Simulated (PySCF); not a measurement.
**Question.** What does the PBE0-D3(BJ)/def2-SVP structure of `c1c(ccc(C=O)c1)C=O` (terephthalaldehyde) look like in three dimensions?

**Answer.** 
Z-matrix in Å and degrees, rows numbered from 1:
```
O 
C   1  1.2040
C   2  1.4830  1  124.28
C   3  1.4002  2  119.64  1     0.15
C   4  1.3881  3  119.65  2  -179.96
C   5  1.4010  4  120.02  3    -0.00
C   6  1.4829  5  120.05  4  -179.95
O   7  1.2039  6  124.27  5   179.83
C   6  1.4003  5  120.31  4     0.01
C   9  1.3881  6  119.68  5    -0.01
H   2  1.1200  1  121.18  3   179.96
H   4  1.0921  3  118.40  2     0.04
H   5  1.0938  4  120.51  3  -179.99
H   7  1.1200  6  114.55  5    -0.21
H   9  1.0921  6  118.38  5  -180.00
H  10  1.0938  3  119.49  2    -0.03
```

The 6-membered ring C3–C4–C5–C6–C9–C10 has internal angles of 119.7° to 120.4°; it is planar, 0.00 Å rms from its mean plane, widest ring torsion 0°. Of the pairs four or more bonds apart, O8···H15 is among the closest relative to their van der Waals radii: 2.55 Å, 94 % of the sum of Bondi's values. The C–C distances run from 1.388 Å (C4–C5, aromatic) to 1.483 Å (C2–C3, drawn single), a spread of 0.095 Å. The 10 heavy atoms lie in one plane (0.001 Å rms).

Computed, not measured: PBE0-D3(BJ)/def2-SVP geometry optimisation, gas phase (PySCF).

Point group: C2h (tolerance 0.08 Å). Not checked by PBE0-D3(BJ)/def2-SVP frequencies. The numbers are those of one conformer (O1–C2–C3–C4 0°, C5–C6–C7–O8 180°).
